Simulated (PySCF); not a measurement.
**Electric field gradients and quadrupole coupling constants**

Compound: C6H4FOP.
Geometry (PBE0-D3(BJ)/def2-SVP, Å), atoms numbered from 1 in this order:
```
atom  x, y, z in Å
O1    -2.957   -0.002   -0.431
C2    -1.949   -0.659   -0.405
C3    -0.606   -0.080   -0.114
C4    -0.509    1.292    0.131
P5     0.932    2.186    0.472
C6     2.097    0.885    0.404
C7     1.820   -0.448    0.145
C8     0.526   -0.901   -0.099
F9     0.368   -2.203   -0.331
H10   -1.966   -1.755   -0.604
H11   -1.463    1.832    0.095
H12    3.143    1.154    0.583
H13    2.620   -1.194    0.124
```

Field gradients from the PBE0/pcSseg-1 density (PySCF, non-relativistic), principal values in atomic units, ordered |Vxx| ≤ |Vyy| ≤ |Vzz|:

```csv
atom,Vxx,Vyy,Vzz
O1,0.4677,1.5567,-2.0244
```

Question: Find the asymmetry η = (Vxx − Vyy)/Vzz and the couplings χ = eQV/h (234.96 MHz × Q in barn × V in au), with Q(17O) = −0.0256 b.

Answer: 
| atom | environment | nucleus | η | χzz (MHz) | χxx (MHz) | χyy (MHz) |
| --- | --- | --- | --- | --- | --- | --- |
| O1 | aldehyde oxygen | 17O | 0.54 | 12.18 | -2.81 | -9.36 |

The tensor is traceless: Vxx + Vyy + Vzz = 0.

Question: What is Vzz at O1 in SI units (1 au = 9.71736 × 10²¹ V/m²)?

Answer: -2.0244 au = -19.672 × 10²¹ V/m².

Were the hydrogens deuterons (Q(2H) = 0.00286 b), χzz would run from 171 kHz (H10) to 201 kHz (H12 and H13).

Geometry: PBE0-D3(BJ)/def2-SVP, one conformer, isolated molecule. The small basis limits the accuracy of the gradients.

The run behind these numbers computed NMR shieldings as well. Hardware: Intel Xeon 6975P-C, one thread (shared host). Cost: 20 s wall, 0.84 GiB resident at most.
